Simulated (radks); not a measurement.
The numbers below are computed, except where a source is named.
Task: The iron ion Fe2+, 24 electrons, occupied as [Ar] 3d6 (the NIST ground configuration). Level of theory: Dirac Kohn-Sham, BLYP, spin-unpolarised, spherical densities, finite nucleus; open shells fill j = l - 1/2 first; Fermi nuclear charge, rms radius 3.7377 fm (a radial shooting solver on a logarithmic mesh with Libxc functionals). Some entries of the table are withheld. Estimate them.

| orbital | occ. | eigenvalue (hartree) | <1/r> (bohr^-1) |
|---|---|---|---|
| 1s1/2 | 2 | -257.9206 | 25.98 |
| 2s1/2 | 2 | -30.78864 | (1) |
| 2p1/2 | 2 | -26.64943 | 5.527 |
| 2p3/2 | 4 | -26.19014 | 5.429 |
| 3s1/2 | 2 | (2) | 1.750 |
| 3p1/2 | 2 | -2.91832 | (3) |
| 3p3/2 | 4 | -2.86153 | (4) |
| 3d3/2 | 4 | (5) | (6) |
| 3d5/2 | 2 | (7) | (8) |

Result: 
(1) 2s1/2 <1/r> (bohr^-1): 5.579
(2) 3s1/2 eigenvalue (hartree): -4.12495
(3) 3p1/2 <1/r> (bohr^-1): 1.622
(4) 3p3/2 <1/r> (bohr^-1): 1.599
(5) 3d3/2 eigenvalue (hartree): -0.94818
(6) 3d3/2 <1/r> (bohr^-1): 1.238
(7) 3d5/2 eigenvalue (hartree): -0.94238
(8) 3d5/2 <1/r> (bohr^-1): 1.232
